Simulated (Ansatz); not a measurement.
Geometry optimisation, Ansatz 0.2.0, RKS PBE0-D4/6-31G.

input.yaml

```yaml
crystal:
  periodic: [false, false, false]
  atoms:
    - { symbol: B, position_ang: [-1.30667, 1.54843, -0.99283] }
    - { symbol: B, position_ang: [-0.58244, 0.56908, 0.10226] }
    - { symbol: C, position_ang: [0.50237, -0.44906, -0.21786] }
    - { symbol: Si, position_ang: [1.3019, -1.53356, 0.93616] }
    - { symbol: H, position_ang: [-2.29739, 1.25464, -1.55627] }
    - { symbol: H, position_ang: [-0.91377, 2.62953, -1.24691] }
    - { symbol: H, position_ang: [-0.91578, 0.64471, 1.23899] }
    - { symbol: H, position_ang: [0.83917, -0.55147, -1.24862] }
    - { symbol: H, position_ang: [1.04041, -1.59991, 2.37698] }
    - { symbol: H, position_ang: [2.33529, -2.51191, 0.60642] }
basis:
  gaussian: { orbitals: "6-31G" }
hamiltonian:
  xc: pbe0
  dispersion: d4
relax:
  f_tol: 0.015
  max_steps: 40
```

Command:

```bash
$ ansatz run input.yaml --threads 1 --pin off --max-ram 2048MiB --backend cpu --events-out ev --progress --plain --runs-dir out
```

**Question.** Where does it end, and by what steps?

**Answer.** It converged. Limits of this set-up: no polarisation functions. After 9 steps the energy has fallen by 0.117 eV; H9 moved furthest, 0.30 Å.

| step | energy less start (eV) | largest force component (eV/Å) | accepted |
| --- | --- | --- | --- |
| 0 | 0.0000 | 0.861 | yes |
| 1 | -0.0944 | 0.284 | yes |
| 2 | -0.1018 | 0.254 | yes |
| 3 | -0.1064 | 0.198 | yes |
| 4 | -0.1135 | 0.084 | yes |
| 5 | -0.1138 | 0.090 | yes |
| 6 | -0.1167 | 0.058 | yes |
| 7 | -0.1170 | 0.017 | yes |
| 8 | -0.1170 | 0.025 | yes |
| 9 | -0.1171 | 0.012 | yes |

```xyz
10
Properties=species:S:1:pos:R:3
B -1.317 1.548 -0.936
B -0.516 0.506 0.065
C 0.570 -0.502 -0.328
Si 1.282 -1.506 0.913
H -2.356 1.260 -1.474
H -0.932 2.670 -1.146
H -0.830 0.555 1.237
H 0.913 -0.614 -1.355
H 0.839 -1.383 2.334
H 2.350 -2.535 0.688
```

Whether the end is a true minimum wasn't checked by a vibrational analysis.

The run took 27 s on 1 thread of Arm Neoverse V1, on a shared host, peak memory 0.13 GiB.
